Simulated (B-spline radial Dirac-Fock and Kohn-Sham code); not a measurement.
## K-line shifts caused by a second vacancy in I²⁴⁺

System: I²⁴⁺, [Ar] 3d10 4s1.

The run's input, task.json:

```json
{"items": [{
  "Z": 53,
  "q": 24,
  "cfg": [[1, 0, 2], [2, 0, 2], [2, 1, 6], [3, 0, 2], [3, 1, 6], [3, 2, 10], [4, 0, 1]],
  "A": 127,
  "rrms": 4.75,
  "do": ["binding", "quiet", "double"]
}]}
```

Launch: `python xray_run.py task.json out`

The computed values come from a radial B-spline solver: Dirac-Fock ΔSCF + Breit + QED. Each two-hole energy is an average over J within one jj subconfiguration, not an observable level; in light atoms, where LS coupling holds, the j-resolved values are not observed lines, and for a K spectator the Kα1 hypersatellite is nearly forbidden. Correlation energy is missing from these numbers.

Lines without a spectator: Kα2 (K-L2) 28333.5 eV, Kα1 (K-L3) 28629.7 eV, Kβ3 (K-M2) 32303.1 eV, Kβ1 (K-M3) 32362.2 eV. Shifts in eV with one spectator hole (a dash: not computed, or left out as unreliable):

```
spectator hole    Kα2     Kα1     Kβ3     Kβ1
    L2 (2p1/2)  +71.5   +90.6       –  +191.3
    L3 (2p3/2)  +67.9   +68.9  +166.9       –
    M2 (3p1/2)      –  +12.78   +30.1   +35.4
    M3 (3p3/2)  +9.44       –   +30.3  +29.94
    M4 (3d3/2)  +3.26   +0.39       –       –
    M5 (3d5/2)  -0.37   +2.05       –       –
```

Problem. Where does the K-L3 hypersatellite lie, emitted when both K electrons are missing?

Solution. +645.6 eV from the normal line, at 29275.3 eV. Removing both K electrons costs 68835.7 eV, which is 905.7 eV more than twice the K binding energy.

With n spectator holes in 2p, averaged over the 2p shell (energies in eV):

```tsv
n	KαLⁿ	step	hypersatellite KαʰLⁿ
0	28530.9	–	29169.0
1	28605.6	+74.6	29245.3
2	28681.6	+76.0	29323.0
3	28759.0	+77.4	29402.1
4	28837.9	+78.9	29482.6
5	28918.2	+80.3	29564.5
```
